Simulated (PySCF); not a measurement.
**Molecular orbitals of ScCl**

r²SCAN at R = 2.315 Å; basis Sc def2-TZVPP, Cl def2-TZVPP; no relativity; PySCF 2.14. State: ³Δ (triplet), unpaired electrons σ ↑, δ ↑. Only the outer orbitals are listed, counted within each symmetry.

```csv
spin,orbital,occ.,ε (eV),on Sc (%),main shells (%)
α,9σ,1,-19.67,5,95 Cl s
α,10σ,1,-8.20,14,85 Cl p
α,4π,1,-7.49,9,91 Cl p
α,4π,1,-7.49,9,91 Cl p
α,11σ,1,-4.28,100,"77 Sc s, 16 Sc d"
α,1δ,1,-3.70,100,100 Sc d
α,5π,0,-2.48,97,"77 Sc d, 20 Sc p"
α,5π,0,-2.48,97,"77 Sc d, 20 Sc p"
α,12σ,0,-2.44,94,"59 Sc d, 32 Sc p"
β,9σ,1,-19.69,5,95 Cl s
β,10σ,1,-8.14,12,87 Cl p
β,4π,1,-7.49,8,92 Cl p
β,4π,1,-7.49,8,92 Cl p
β,11σ,0,-2.17,99,"81 Sc s, 15 Sc p"
β,5π,0,-1.42,96,89 Sc d
β,5π,0,-1.42,96,89 Sc d
```

Problem. Which are the highest filled and the lowest empty level, where do they sit, and how wide is the gap?

Solution. Highest filled α 1δ at -3.70 eV (in %: 100 Sc d); lowest empty α 5π at -2.48 eV (in %: 77 Sc d, 20 Sc p); the gap at r²SCAN is 1.22 eV.

The bond order (Mayer) is 1.20, the ⟨S²⟩ is 2.003 and the charge on Sc (Mulliken, basis-dependent) is 0.33. The charge on Sc (Löwdin, basis-dependent) is -0.50 and the dipole moment (positive dipole means Sc(−)Cl(+)) is -4.03 D.

With d or f electrons several states lie close, and the lowest PBE0 determinant need not be the measured ground state.
